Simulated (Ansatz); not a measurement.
Geometry optimisation, RKS PBE0-D4/def2-SVP (Ansatz 0.2.0).

Input file:

```yaml
crystal:
  periodic: [false, false, false]
  atoms:
    - { symbol: Ge, position_ang: [-0.146143, -0.156015, -0.076735] }
    - { symbol: F, position_ang: [-0.264221, -0.245185, 1.632708] }
    - { symbol: O, position_ang: [1.592324, -0.146974, -0.452453] }
    - { symbol: H, position_ang: [1.936272, -1.025338, -0.653548] }
    - { symbol: H, position_ang: [-0.813122, 1.119387, -0.573831] }
    - { symbol: H, position_ang: [-0.735301, -1.484292, -0.57982] }
    - { symbol: O, position_ang: [1.321527, 2.041131, 1.268556] }
    - { symbol: H, position_ang: [1.9247, 1.458719, 0.781456] }
    - { symbol: H, position_ang: [0.984264, 1.438766, 1.970468] }
basis:
  gaussian: { orbitals: def2-SVP }
hamiltonian:
  xc: pbe0
  dispersion: d4
relax:
  f_tol: 0.03
  max_steps: 50
```

Run as:

```bash
$ ansatz run input.yaml --threads 2 --pin off --max-ram 3072MiB --backend cpu --events-out ev --progress --plain --runs-dir out
```

**Question.** Where does it end, and by what steps?

**Answer.** It converged. After 7 steps the energy has fallen by 0.039 eV; O7 moved furthest, 0.13 Å.

```tsv
step	energy less start (eV)	largest force component (eV/Å)	accepted
0	0.0000	1.026	yes
1	0.0259	1.423	no
2	-0.0240	0.744	yes
3	-0.0341	0.294	yes
4	-0.0329	0.126	no
5	-0.0376	0.101	yes
6	-0.0387	0.057	yes
7	-0.0388	0.018	yes
```

```xyz
9
Properties=species:S:1:pos:R:3
Ge -0.128 -0.129 -0.072
F -0.256 -0.299 1.667
O 1.607 -0.147 -0.468
H 1.943 -1.040 -0.604
H -0.795 1.153 -0.541
H -0.738 -1.440 -0.603
O 1.232 1.984 1.194
H 1.923 1.456 0.768
H 1.012 1.463 1.976
```

Whether the end is a true minimum wasn't checked by a vibrational analysis.

Run time: 21 s on 2 threads of Arm Neoverse V1 (shared host), peak memory 0.22 GiB.
